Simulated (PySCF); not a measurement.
F4Hf, SMILES [F][Hf-]([F])([F])[F] (connectivity only; charge and spin as stated), charge -1, multiplicity 2.

Geometry optimised at B3LYP-D3(BJ)/def2-SVPD. The multiplicity is an assumed one; other spin states were not compared. The def2 effective core potentials stand for the cores of Hf; spin–orbit coupling is left out.

Two levels are set side by side: PBE/def2-SVPD (PySCF) and ωB97X/def2-SVPD (PySCF). Same geometry, gas phase. Differences are taken from unrounded values.

```json
[
 {"quantity": "α-spin orbital gap (eV)", "ωB97X": "7.09"},
 {"quantity": "β-spin orbital gap (eV)", "ωB97X": "11.88"},
 {"quantity": "mean polarisability (bohr³)", "ωB97X": "68.0"}
]
```

Problem. What does PBE give, and how far is it from ωB97X? (The exact figures need the calculation; the answer reports its results.)

Solution. 
```tsv
quantity	PBE	PBE minus ωB97X
α-spin orbital gap (eV)	2.46	-4.62
β-spin orbital gap (eV)	5.93	-5.95
mean polarisability (bohr³)	82.7	14.8
```

Loosely held outer electrons make PBE densities more polarisable. Differences between two approximate levels are no errors against the true value.

Rough cost on one machine, each run with all the roots and properties that it gave: ωB97X against PBE within a factor of 2.
